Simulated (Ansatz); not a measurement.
Task: Name a neutral molecule of Ge, N, S, Si and H with ideal-gas entropy at 298 K and 1 bar (rigid rotor, harmonic PBE0-D4/def2-TZVP) between 341 and 357 J/(mol·K) and size of the dipole moment (PBE/def2-TZVPP) between 0.55 and 0.85 D (Ansatz, PBE0-D4/def2-TZVP geometry).

Result: `S[SiH]1[NH][GeH2]1` (349 J/(mol·K), 0.82 D). Other molecules can fit too; these were computed, each in one conformer that needn't be the lowest.
